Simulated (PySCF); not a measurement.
Computed with PBE0 in PySCF with As def2-TZVP, F def2-TZVP; no relativity; density-fitted integrals.

Each entry is the lowest minimum that a search over a few typed start shapes (and spin states, where more than one is plausible) found, or that minimum re-optimised at the stated level; isomers with ligand–ligand bonds, or fragments after loss of a ligand pair, can lie lower. Open shells are unrestricted.

AsF3 is a singlet of C3v symmetry with As–F 1.715 Å (×3); F–As–F 95.9° (×3). Its wavenumbers are 259 (×2), 334, 705 (×2), 745 cm⁻¹.

(1) What changes when one electron is removed, giving AsF₃⁺?

## Answers

(1) It costs 12.01 eV between the minima (12.02 eV with zero-point energy). AsF₃⁺ is a doublet of C3v symmetry with As–F 1.655 Å (×3); F–As–F 106.8° (×3); wavenumbers 239 (×2), 289, 781, 828 (×2) cm⁻¹.
